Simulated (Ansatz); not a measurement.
Basis-set extrapolation for CH₈OSi₂, SMILES `C[SiH2][SiH2]O` (PBE0-D4/def2-TZVP geometry, frozen core, Ansatz 0.2.0). Multiplicity 1, RHF reference.

```csv
,def2-TZVPP,def2-QZVPP
HF,-695.375243,-695.399244
MP2 correlation,-0.673850,-0.723849
CCSD(T) correlation,-0.753578,not run
```

Energies in hartree. Use E(X) = E(∞) + A·exp(−7.88·√X) for Hartree–Fock and E(X) = E(∞) + B·X^(−2.97) for correlation, with X = 3 and 4, and add CCSD(T) minus MP2 of the smaller set to the MP2 limit.

What is the CCSD(T) energy at the basis-set limit?

HF limit: -695.399244 + (-0.024001) × 0.13774 = -695.40255. MP2 limit: -0.723849 + (-0.049999) × 0.74074 = -0.76089. Higher-order term: -0.753578 − (-0.673850) = -0.07973. Total: -696.24317 hartree, 71.8 kcal/mol below CCSD(T)/def2-TZVPP.
